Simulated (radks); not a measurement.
Fractional charge and spin in the 5p shell of caesium: the spin-up occupation runs from 2 to 3 and the spin-down occupation from 2 to 3; the fullest corner is Cs, [Kr] 4d10 5s2 6s(up 0.5, down 0.5) 5p(up 3, down 3). Calculated with a radial shooting solver on a logarithmic mesh with Libxc functionals: scalar-relativistic Kohn-Sham, PBE, spin-polarised, spherical densities, point nucleus. Energy (eV) minus the two flat planes that join the four corners (they meet along the diagonal where the two added fractions sum to one electron); zero is where a piecewise linear energy would lie.

down \ up,2,2.5,3
2,0.000,-1.202,0.000
2.5,-1.202,0.191,-1.068
3,0.000,-1.068,0.000

Corners above the fullest one (they belong to Cs+ and the next ion): (up 3, down 2) 17.674 eV, (up 2, down 3) 17.674 eV, (up 2, down 2) 45.221 eV. With half an added electron in each spin the energy lies 0.191 eV from the planes, and with half an added electron in spin up alone -1.202 eV. The planes are only a guide here: the flat-plane condition holds for ground states with one frontier orbital, while this shell lies below other occupied shells, so the corners above the fullest one are inner-hole states and not the ground states of those ions.
